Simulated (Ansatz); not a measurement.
Geometry optimisation, RHF/def2-SVP (Ansatz).

The input (input.yaml):

```yaml
crystal:
  periodic: [false, false, false]
  atoms:
    - { symbol: B, position_ang: [0.0, 0.0, 0.0] }
    - { symbol: H, position_ang: [0.0, 0.0, 1.54] }
    - { symbol: F, position_ang: [1.1431, 0.0, -0.66] }
    - { symbol: F, position_ang: [-1.1431, 0.0, -0.66] }
    - { symbol: "N", position_ang: [0.0773, -1.7539, 0.5833] }
    - { symbol: H, position_ang: [-0.441, -2.5119, 0.0539] }
    - { symbol: C, position_ang: [0.8576, -2.0964, 1.7812] }
    - { symbol: H, position_ang: [0.9977, -3.1964, 1.8301] }
    - { symbol: H, position_ang: [1.849, -1.5995, 1.7321] }
    - { symbol: H, position_ang: [0.3162, -1.7522, 2.687] }
    - { symbol: H, position_ang: [0.0395, -0.8969, 1.5631] }
basis:
  gaussian: { orbitals: def2-SVP }
hamiltonian:
  xc: hf
relax:
  f_tol: 0.15
  max_steps: 25
  restrain:
    - { distance: [0, 4], at: 1.55, k: 30.0 }
    - { distance: [10, 1], at: 0.66, k: 30.0 }
    - { distance: [0, 1], at: 2.39, k: 30.0 }
    - { distance: [10, 4], at: 2.26, k: 30.0 }
output:
  orbitals: {}
```

Run as:

```bash
$ ansatz run input.yaml --threads 2 --pin off --max-ram 3072MiB --backend cpu --events-out ev --progress --plain --runs-dir out
```

Q: Where does it end, and by what steps?

A: The run converged. The restraints hold the end off the free minimum. After 11 steps the energy has fallen by 6.487 eV (the restraints' own energy left out); H11 moved furthest, 1.14 Å.

| step | energy less start (eV) | largest force component (eV/Å) | accepted |
| --- | --- | --- | --- |
| 0 | 0.0000 | 7.415 | yes |
| 1 | -1.7717 | 8.993 | yes |
| 2 | -3.5496 | 6.937 | yes |
| 3 | -4.9331 | 3.196 | yes |
| 4 | -5.2568 | 7.412 | yes |
| 5 | -6.0292 | 1.845 | yes |
| 6 | -6.2083 | 1.732 | yes |
| 7 | -6.3882 | 1.998 | yes |
| 8 | -6.4586 | 2.430 | yes |
| 9 | -6.4777 | 2.442 | yes |
| 10 | -6.4777 | 2.446 | yes |
| 11 | -6.4874 | 2.396 | yes |

```xyz
11
Properties=species:S:1:pos:R:3
B 0.171 -0.597 -0.161
H -0.484 0.737 1.725
F 1.290 0.092 -0.163
F -0.815 -0.189 -0.927
N 0.030 -1.812 0.638
H -0.840 -2.301 0.591
C 1.018 -2.339 1.547
H 1.219 -3.393 1.346
H 1.952 -1.794 1.431
H 0.706 -2.249 2.592
H -0.552 0.038 1.831
```

Time of the run: 17 s on 2 threads of Arm Neoverse V2 (shared host), peak memory 0.19 GiB.
